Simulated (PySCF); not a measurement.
C₂H₅AlO₂, singlet, geometry from GFN2-xTB (such geometries of metal compounds can be far from the true shape). Base run: CCSD(T)/cc-pVDZ in PySCF.

PySCF was given this input:
```python
from pyscf import gto, scf, cc

mol = gto.M(
    atom='''
Al    0.527530    0.167057    1.923345
H    -0.566365    0.329228    2.980206
H     2.019283    0.142157    2.261279
O     0.082201    0.018274    0.328576
C    -0.284486   -0.251465   -0.937257
C    -0.319256    0.969227   -1.815702
O    -0.546551   -1.363111   -1.287353
H    -0.618234    0.691686   -2.822009
H     0.667446    1.427805   -1.832307
H    -1.022773    1.689505   -1.402687
''',
    basis='cc-pvdz',
    charge=0,
    spin=0,
    verbose=4,
    max_memory=1800,
)

mf = scf.RHF(mol)
mf.kernel()

mycc = cc.CCSD(mf, frozen=9)
mycc.kernel()
et = mycc.ccsd_t()
print('E(CCSD(T)) = %.10f' % (mycc.e_tot + et))
```

The base run was repeated with changes; each row names its change, and settings that it needs were set with it.

| change | ΔE vs base (mEh) | MP2 correlation (Eh) | CC correlation without the perturbative part (Eh) | basis functions | core-seconds (rough) |
|---|---|---|---|---|---|
| base | 0.000 | -0.69273 | -0.73092 | 99 | 20 |
| method = mp2 | 59.397 | -0.69273 | - | 99 | 2 |
| method = ccsd | 21.203 | -0.69273 | -0.73092 | 99 | 10 |
| method = cisd | 134.7 | - | - | 99 | 7 |
